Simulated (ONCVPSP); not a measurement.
**Potentials for arsenic compared**

Generated with ld1.x 7.5 (TM, RRKJ, ultrasoft, PAW), atompaw 4.2 or ONCVPSP 4.0.1. The cutoff is in Ry: for ld1.x and atompaw files where the sum of valence levels is converged to 10 mRy in a Bessel basis, for ONCV files where the hardest occupied wave has 1 mHa per electron of residual kinetic energy. The error is the largest all-electron minus pseudo excitation energy over each file’s own four to seven test configurations (ionisations up to +4, promotions, holes and added fractions of an electron), all of which were solved. The labels leave out finer settings (local radius, basis sizes, second energies), which also bear on the numbers. Spin-polarised tests are not counted. The rows are a selection from randomly drawn settings: files with unsolved tests, undetermined cutoffs or missed reference levels are left out.

A true bound ghost makes a file unfit for plane-wave use even where its test errors are small: the radial tests pick states by their node count and pass the ghost by.

```tsv
potential	cutoff (Ry)	largest error (meV)	bound ghosts
ONCV, PBEsol, scalar-relativistic, rc 1.75/1.75/0.75/1.55 (spdf), local d, core correction yes, reference 3d10 4s2 4p3, qcut 3.2/4.4/24.5/7.2, projectors 2/2/0/1	426	-11	s, p
ONCV, LDA (Perdew-Zunger), scalar-relativistic, rc 0.85/1.10/1.00 (spd), local smoothed, core correction no, reference 3s2 3p6 3d10 4s2 4p3, qcut 12.8/14.7/17.6, projectors 3/3/2	230	+89	none
ONCV, PBEsol, scalar-relativistic, rc 1.70/2.05/1.55 (spd), local d, core correction yes, reference 4s2 4p3, qcut 4.3/4/7.1, projectors 2/1/0	20	-134	s, p
ONCV, revPBE, scalar-relativistic, rc 0.90/0.90/1.15 (spd), local smoothed, core correction no, reference 3s2 3p6 3d10 4s2 4p3, qcut 11.8/18.2/14.6, projectors 2/2/1	182	-13	none
```

(1) Fill in the row for As: ONCV, PBEsol, scalar-relativistic, rc 1.75/1.65/1.25 (spd), local smoothed, core correction yes, reference 3d10 4s2 4p3, qcut 3.3/4.2/14.3, projectors 3/1/1.

(2) Fill in the row for As: ONCV, PBE, scalar-relativistic, rc 0.80/1.10/0.90 (spd), local smoothed, core correction yes, reference 3s2 3p6 3d10 4s2 4p3, qcut 20/13.5/15.8, projectors 2/3/2.

(3) Fill in the row for As: ONCV, PBE, fully relativistic, rc 1.70/0.90/1.25/1.55 (spdf), local smoothed, core correction no, reference 3p6 3d10 4s2 4p3, qcut 3.4/16.3/11.1/6.9, projectors 2/2/2/2.

Results:

(1) cutoff 151 Ry, largest error -11 meV, bound ghosts: none.

(2) cutoff 236 Ry, largest error -7.4 meV, bound ghosts: none.

(3) cutoff 126 Ry, largest error -367 meV, bound ghosts: none.
